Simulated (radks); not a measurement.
Spherical jellium clusters: N electrons in a uniform positive sphere of charge N and radius rs N^(1/3), rs = 2.92 bohr. Method: non-relativistic Kohn-Sham, LDA (Slater exchange, Perdew-Wang correlation), spin-polarised, spherical densities; computed with a radial shooting solver with Libxc functionals. Levels are named by radial order and angular momentum (1s, 1p, 1d, 2s, ...), and open shells are averaged over m.

N = 19, configuration 1s2 1p6 1d10 2s(up 1, down 0). This is the lowest configuration that the search found. Occupied and some empty levels:

level,occupation,eigenvalue (eV),<r> (bohr)
1s up,1,-7.4908,4.663
1s down,1,-7.2899,4.858
1p up,3,-5.8759,5.790
1p down,3,-5.7967,5.829
1d up,5,-4.0210,6.621
1d down,5,-3.9646,6.620
2s up,1,-3.5590,5.836
2s down,0,-3.2266,5.981
1f up,0,-1.9905,7.475
1f down,0,-1.9333,7.471
2p up,0,-1.4953,7.869
2p down,0,-1.3674,8.103

Energy (eV): total -30.3308, kinetic 56.404, external -1474.4, Hartree 720.24, exchange-correlation -89.025, background 756.44.

Electron density:

r (bohr),n(r) (e/bohr^3)
0.580,0.009760
1.23,0.009275
1.87,0.008811
2.52,0.008705
3.16,0.009096
3.81,0.009824
4.45,0.01049
5.10,0.01060
5.74,0.009803
6.39,0.008103
7.03,0.005890
7.68,0.003753
8.32,0.002145
8.97,0.001139
9.62,0.0005764
10.3,0.0002824
10.9,0.0001344
11.6,0.00006370
12.2,0.00002951
12.8,0.00001372
